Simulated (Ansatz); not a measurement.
`[OH][Al]([SiH3])[SnH3]` + CH₄ → `[CH3][Al]([OH])[SiH3]` + `[SnH4]`  (formal exchange of groups at the Al–Sn bond)

Gas-phase electronic energies from Ansatz, PBE0-D4/def2-TZVP geometries. CCSD(T)/CBS adds triple-zeta CCSD(T) − MP2 to the extrapolated MP2 energy (def2 sets, frozen cores). This one scheme is used for every species. Functionals use def2-TZVPP. B3LYP here is the variant with VWN-RPA as its local correlation; programs differ in this. Elements past krypton have def2 core potentials. For Sn outer-core shells are correlated without core-valence functions, which leaves a few kJ/mol of doubt a bond. One conformer a species, not always the lowest.

```
             level  ΔE (eV)
            PBE-D4     0.57
           PBE0-D4     0.56
          B3LYP-D4     0.53
            r2SCAN     0.51
     HF/def2-TZVPP     0.48
SCS-MP2/def2-TZVPP     0.49
SCS-MP2/def2-QZVPP     0.52
     MP2/CBS(def2)     0.58
```

(1) What does CCSD(T)/CBS give? (Estimate.)

Largest T1 diagnostic among the species: 0.014.

## Answers

(1) Ansatz gave: +0.56 eV. The listed levels differ from it by 0.01, 0.00, -0.03, -0.05, -0.08, -0.07, -0.04, 0.02 eV.
